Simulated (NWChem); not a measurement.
The numbers come from NWChem runs, not from measurements. System: Cl₂Se, charge 0, spin multiplicity 1, at a geometry optimised with B3LYP/def2-SVP. The structure started from a generated list of species. Level: TD-B3LYP/def2-SVPD, VWN1-RPA local correlation.

Input file:

```
start mol
memory heap 200 mb stack 900 mb global 1100 mb
geometry units angstroms nocenter noautoz
  Se     0.000000     0.000000     0.687229
  Cl    -1.715466     0.000000    -0.687229
  Cl     1.715466     0.000000    -0.687229
  symmetry group C2v
end
basis spherical
  * library def2-svpd
end
dft
  xc b3lyp
  semidirect memsize 60000000 filesize 0
  iterations 100
end
tddft
  rpa
  nroots 8
  notriplet
  thresh 1e-4
end
task tddft energy
```

Part of the output:

```
             Northwest Computational Chemistry Package (NWChem) 7.3.0
             --------------------------------------------------------

                                NWChem Input Module
                                -------------------

 Scaling coordinates for geometry "geometry" by  1.889725989
 (inverse scale =  0.529177249)

 Turning off AUTOSYM since
 SYMMETRY directive was detected!

                             Geometry "geometry" -> ""
                             -------------------------

 Output coordinates in angstroms (scale by  1.889725989 to convert to a.u.)

  No.       Tag          Charge          X              Y              Z
 ---- ---------------- ---------- -------------- -------------- --------------
    1 Se                  34.0000     0.00000000     0.00000000     0.68722900
    2 Cl                  17.0000    -1.71546600     0.00000000    -0.68722900
    3 Cl                  17.0000     1.71546600     0.00000000    -0.68722900

 Effective nuclear repulsion energy (a.u.)     322.8644175041

            Nuclear Dipole moment (a.u.)
            ----------------------------
        X                 Y               Z
 ---------------- ---------------- ----------------
     0.0000000000     0.0000000000     0.0000000000

      Symmetry information
      --------------------

 Group name             C2v
 Group number             16
 Group order               4
 No. of unique centers     2

      Symmetry unique atoms

     1    2


 Summary of "ao basis" -> "" (spherical)
 ------------------------------------------------------------------------------
       Tag                 Description            Shells   Functions and Types
 ---------------- ------------------------------  ------  ---------------------
 *                         def2-svpd                  on all atoms

                                 NWChem DFT Module
                                 -----------------

 Summary of "ao basis" -> "ao basis" (spherical)
 ------------------------------------------------------------------------------
       Tag                 Description            Shells   Functions and Types
 ---------------- ------------------------------  ------  ---------------------
 Se                        def2-svpd                15       41   6s5p4d
 Cl                        def2-svpd                11       27   5s4p2d

 Summary of "ao basis" -> "ao basis" (spherical)
 ------------------------------------------------------------------------------
       Tag                 Description            Shells   Functions and Types
 ---------------- ------------------------------  ------  ---------------------
 Se                        def2-svpd                15       41   6s5p4d
 Cl                        def2-svpd                11       27   5s4p2d

      Symmetry analysis of basis
      --------------------------

        a1         38
        a2         12
        b1         28
        b2         17

            General Information
            -------------------
          SCF calculation type: DFT
          Wavefunction type:  closed shell.
          No. of atoms     :     3
          No. of electrons :    68
           Alpha electrons :    34
            Beta electrons :    34
          Charge           :     0
          Spin multiplicity:     1
          Use of symmetry is: off; symmetry adaption is: on
          Maximum number of iterations: 100
          AO basis - number of functions:    95
                     number of shells:    37
          Convergence on energy requested:  1.00D-06
          Convergence on density requested:  1.00D-05
          Convergence on gradient requested:  5.00D-04

              XC Information
              --------------
                         B3LYP Method XC Potential
                     Hartree-Fock (Exact) Exchange  0.200
                        Slater Exchange Functional  0.800 local
                    Becke 1988 Exchange Functional  0.720 non-local
              Lee-Yang-Parr Correlation Functional  0.810
                  VWN I RPA Correlation Functional  0.190 local

             Grid Information
             ----------------
          Grid used for XC integration:  medium
          Radial quadrature: Mura-Knowles
          Angular quadrature: Lebedev.
          Tag              B.-S. Rad. Rad. Pts. Rad. Cut. Ang. Pts.
          ---              ---------- --------- --------- ---------
          Se                  1.15      112          11.0       590
          Cl                  1.00       88          13.0       590
          Grid pruning is: on
          Number of quadrature shells:   288
          Spatial weights used:  Erf1

          Convergence Information
          -----------------------
          Convergence aids based upon iterative change in
          total energy or number of iterations.
          Levelshifting, if invoked, occurs when the
          HOMO/LUMO gap drops below (HL_TOL):  1.00D-02
          DIIS, if invoked, will attempt to extrapolate
          using up to (NFOCK): 10 stored Fock matrices.

                    Damping( 0%)  Levelshifting(0.5)       DIIS
                  --------------- ------------------- ---------------
          dE  on:    start            ASAP                start
          dE off:    2 iters        100 iters           100 iters

      Screening Tolerance Information
      -------------------------------
          Density screening/tol_rho:  1.00D-10
          AO Gaussian exp screening on grid/accAOfunc:  14
          CD Gaussian exp screening on grid/accCDfunc:  20
          XC Gaussian exp screening on grid/accXCfunc:  20
[...]
    1    1   34   35 b2       -0.258    -0.129     3.521
    2    1   34   36 a2       -0.258    -0.113     3.949
    3    1   33   35 b1       -0.346    -0.129     5.910
    4    1   32   35 a2       -0.353    -0.129     6.094
    5    1   31   35 a1       -0.355    -0.129     6.160
    6    1   33   36 a1       -0.346    -0.113     6.337
    7    1   32   36 b2       -0.353    -0.113     6.521
    8    1   31   36 b1       -0.355    -0.113     6.588
--------------------------------------------------------

  Entering Davidson iterations
  Restricted singlet excited states

  Iter   NTrls   NConv    DeltaV     DeltaE      Time
  ----  ------  ------  ---------  ---------  ---------
    1      8       0     0.28E+00   0.10+100        5.8
    2     24       0     0.70E-01   0.40E-01        8.7
    3     40       0     0.64E-01   0.18E-02        9.6
    4     56       0     0.58E-02   0.37E-02        9.2
    5     72       2     0.13E-02   0.27E-04        9.4
    6     84       4     0.36E-03   0.84E-06        7.9
    7     92       7     0.12E-03   0.48E-07        7.3
    8     94       8     0.60E-04   0.39E-08        4.6
  ----  ------  ------  ---------  ---------  ---------
  Convergence criterion met

  Ground state a1      -3321.447857451235 a.u.

  ----------------------------------------------------------------------------
  Root   1 singlet b2             0.086840108 a.u.                2.3630 eV
  ----------------------------------------------------------------------------
     Transition Moments    X -0.00000   Y -0.11566   Z -0.00000
     Transition Moments   XX  0.00000  XY  0.00000  XZ -0.00000
     Transition Moments   YY -0.00000  YZ -0.54681  ZZ -0.00000
     Dipole Oscillator Strength                    0.0007744957
     Electric Quadrupole                           0.0000000010
     Magnetic Dipole                               0.0000002597
     Total Oscillator Strength                     0.0007747565

          sigma_e =   2.0156 Angstrom
          sigma_h =   1.7735 Angstrom
         |d_h->e| =   0.1782 Angstrom
            d_exc =   2.6758 Angstrom
            d_CD1 =   0.4203 Angstrom
            d_CD2 =  -1.7164 Angstrom
            d_CD3 =   2.8539 Angstrom
     Pearson C.C. =   0.0112

     Occ.   34  b2  ---  Virt.   35  a1   1.00272 X
     Occ.   34  b2  ---  Virt.   35  a1  -0.08263 Y
  ----------------------------------------------------------------------------
  Root   2 singlet a2             0.099297441 a.u.                2.7020 eV
  ----------------------------------------------------------------------------
     Transition Moments    X  0.00000   Y  0.00000   Z  0.00000
     Transition Moments   XX -0.00000  XY  0.28147  XZ  0.00000
     Transition Moments   YY  0.00000  YZ  0.00000  ZZ  0.00000
     Dipole Oscillator Strength                    0.0000000000
     Electric Quadrupole                           0.0000000004
     Magnetic Dipole                               0.0000003567
     Total Oscillator Strength                     0.0000003571

          sigma_e =   1.9556 Angstrom
          sigma_h =   1.7414 Angstrom
         |d_h->e| =   0.0385 Angstrom
            d_exc =   2.6033 Angstrom
            d_CD1 =   0.2527 Angstrom
            d_CD2 =  -1.8100 Angstrom
            d_CD3 =   2.6418 Angstrom
     Pearson C.C. =   0.0119

     Occ.   34  b2  ---  Virt.   36  b1  -1.00084 X
     Occ.   34  b2  ---  Virt.   36  b1   0.06104 Y
  ----------------------------------------------------------------------------
  Root   3 singlet b1             0.178097215 a.u.                4.8463 eV
  ----------------------------------------------------------------------------
     Transition Moments    X  0.30515   Y -0.00000   Z  0.00000
     Transition Moments   XX -0.00000  XY -0.00000  XZ -0.57259
     Transition Moments   YY  0.00000  YZ -0.00000  ZZ  0.00000
     Dipole Oscillator Strength                    0.0110558118
     Electric Quadrupole                           0.0000000099
     Magnetic Dipole                               0.0000003106
     Total Oscillator Strength                     0.0110561323

          sigma_e =   1.9950 Angstrom
          sigma_h =   2.0360 Angstrom
         |d_h->e| =   0.7357 Angstrom
            d_exc =   2.7727 Angstrom
            d_CD1 =   0.7767 Angstrom
            d_CD2 =  -1.2798 Angstrom
            d_CD3 =   3.5084 Angstrom
     Pearson C.C. =   0.1205

     Occ.   28  b1  ---  Virt.   35  a1   0.05539 X
     Occ.   31  a1  ---  Virt.   36  b1  -0.40768 X
     Occ.   33  b1  ---  Virt.   35  a1   0.91045 X
  ----------------------------------------------------------------------------
  Root   4 singlet a2             0.178818377 a.u.                4.8659 eV
  ----------------------------------------------------------------------------
     Transition Moments    X  0.00000   Y  0.00000   Z -0.00000
     Transition Moments   XX -0.00000  XY  0.59453  XZ -0.00000
     Transition Moments   YY -0.00000  YZ  0.00000  ZZ -0.00000
     Dipole Oscillator Strength                    0.0000000000
     Electric Quadrupole                           0.0000000108
     Magnetic Dipole                               0.0000003426
     Total Oscillator Strength                     0.0000003534

          sigma_e =   1.9894 Angstrom
          sigma_h =   2.0144 Angstrom
         |d_h->e| =   0.7226 Angstrom
            d_exc =   2.8816 Angstrom
            d_CD1 =   0.7477 Angstrom
            d_CD2 =  -1.2792 Angstrom
            d_CD3 =   3.6042 Angstrom
     Pearson C.C. =   0.0292

     Occ.   30  b2  ---  Virt.   36  b1  -0.07019 X
     Occ.   32  a2  ---  Virt.   35  a1  -0.99643 X
  ----------------------------------------------------------------------------
  Root   5 singlet a1             0.184287306 a.u.                5.0147 eV
  ----------------------------------------------------------------------------
     Transition Moments    X  0.00000   Y -0.00000   Z -0.29090
     Transition Moments   XX  0.51322  XY -0.00000  XZ -0.00000
     Transition Moments   YY  0.06079  YZ -0.00000  ZZ -0.30853
     Dipole Oscillator Strength                    0.0103968281
     Electric Quadrupole                           0.0000000056
     Magnetic Dipole                               0.0000000000
     Total Oscillator Strength                     0.0103968338

          sigma_e =   1.9863 Angstrom
          sigma_h =   2.0141 Angstrom
         |d_h->e| =   0.7261 Angstrom
            d_exc =   2.7439 Angstrom
            d_CD1 =   0.7539 Angstrom
            d_CD2 =  -1.2741 Angstrom
            d_CD3 =   3.4701 Angstrom
     Pearson C.C. =   0.1250

     Occ.   29  a1  ---  Virt.   35  a1  -0.12946 X
     Occ.   31  a1  ---  Virt.   35  a1  -0.88007 X
     Occ.   33  b1  ---  Virt.   36  b1   0.45335 X
  ----------------------------------------------------------------------------
  Root   6 singlet a1             0.191951357 a.u.                5.2233 eV
  ----------------------------------------------------------------------------
     Transition Moments    X  0.00000   Y -0.00000   Z -0.00257
     Transition Moments   XX  1.15943  XY  0.00000  XZ -0.00000
     Transition Moments   YY  0.08314  YZ  0.00000  ZZ -0.65650
     Dipole Oscillator Strength                    0.0000008483
     Electric Quadrupole                           0.0000000314
     Magnetic Dipole                               0.0000000000
     Total Oscillator Strength                     0.0000008797

          sigma_e =   1.9701 Angstrom
          sigma_h =   2.0445 Angstrom
         |d_h->e| =   0.8644 Angstrom
            d_exc =   3.0899 Angstrom
            d_CD1 =   0.9388 Angstrom
            d_CD2 =  -1.1429 Angstrom
            d_CD3 =   3.9544 Angstrom
     Pearson C.C. =  -0.0918

     Occ.   31  a1  ---  Virt.   35  a1  -0.46074 X
     Occ.   33  b1  ---  Virt.   36  b1  -0.88649 X
  ----------------------------------------------------------------------------
  Root   7 singlet b2             0.196407223 a.u.                5.3445 eV
  ----------------------------------------------------------------------------
     Transition Moments    X -0.00000   Y  0.12810   Z -0.00000
     Transition Moments   XX -0.00000  XY  0.00000  XZ  0.00000
     Transition Moments   YY -0.00000  YZ -0.37935  ZZ -0.00000
     Dipole Oscillator Strength                    0.0021487590
     Electric Quadrupole                           0.0000000058
     Magnetic Dipole                               0.0000002523
     Total Oscillator Strength                     0.0021490171

          sigma_e =   1.9527 Angstrom
          sigma_h =   2.0120 Angstrom
         |d_h->e| =   0.9365 Angstrom
            d_exc =   2.8859 Angstrom
            d_CD1 =   0.9958 Angstrom
            d_CD2 =  -1.0458 Angstrom
            d_CD3 =   3.8224 Angstrom
     Pearson C.C. =   0.0522

     Occ.   30  b2  ---  Virt.   35  a1   0.16161 X
     Occ.   32  a2  ---  Virt.   36  b1   0.98568 X
  ----------------------------------------------------------------------------
  Root   8 singlet b2             0.217314584 a.u.                5.9134 eV
  ----------------------------------------------------------------------------
     Transition Moments    X  0.00000   Y -0.01146   Z -0.00000
     Transition Moments   XX  0.00000  XY  0.00000  XZ -0.00000
     Transition Moments   YY -0.00000  YZ -0.51788  ZZ -0.00000
     Dipole Oscillator Strength                    0.0000190318
     Electric Quadrupole                           0.0000000147
     Magnetic Dipole                               0.0000002431
     Total Oscillator Strength                     0.0000192895

          sigma_e =   1.9952 Angstrom
          sigma_h =   1.8794 Angstrom
         |d_h->e| =   0.4007 Angstrom
            d_exc =   2.8370 Angstrom
            d_CD1 =   0.5165 Angstrom
            d_CD2 =  -1.5366 Angstrom
            d_CD3 =   3.2378 Angstrom
     Pearson C.C. =  -0.0500

     Occ.   30  b2  ---  Virt.   35  a1   0.98517 X
     Occ.   32  a2  ---  Virt.   36  b1  -0.16273 X

              Target root =      1
          Target symmetry = none
      Ground state energy =  -3321.447857451235
        Excitation energy =      0.086840107717
     Excited state energy =  -3321.361017343518

  stored tddft:energy   -3321.3610173435181

 Task  times  cpu:       65.5s     wall:       65.5s

 Total times  cpu:       65.5s     wall:       65.5s
```
